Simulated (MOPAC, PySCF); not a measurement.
CH₃F₂Ga, SMILES `[CH3][Ga]([F])[F]`, neutral singlet in the gas phase. 

Cartesian coordinates (Å):
SMILES: [Ga]([CH3])([F])[F]
```xyz
7

C     -0.9644     0.0065    -0.0300
Ga     0.9829     0.0027     0.0233
F      1.9879     1.4344     0.1971
F      1.9784    -1.4419    -0.0895
H     -1.3468    -0.3711     0.9185
H     -1.3077    -0.6488    -0.8289
H     -1.3302     1.0181    -0.1906
```
Charge 0, spin multiplicity 1.

All levels are single points at this geometry (B3LYP-D3(BJ)/def2-TZVP); Pople sets use spherical d functions. Orbital energies aren't observables, and empty levels follow the basis.

B3LYP/6-31G* in PySCF gives dipole (D) = 3.46.

Problem. Estimate the dipole (D) from each of these levels: B3LYP-D3(BJ)/def2-TZVP in PySCF; PBE-D3(BJ)/def2-TZVP in PySCF; HF/6-31G* in PySCF; AM1 in MOPAC; PM6 in MOPAC.

Solution. 
| level | dipole (D) |
|---|---|
| B3LYP-D3(BJ)/def2-TZVP in PySCF | 3.59 |
| PBE-D3(BJ)/def2-TZVP in PySCF | 3.45 |
| HF/6-31G* in PySCF | 3.65 |
| AM1 in MOPAC | 3.41 |
| PM6 in MOPAC | 3.94 |
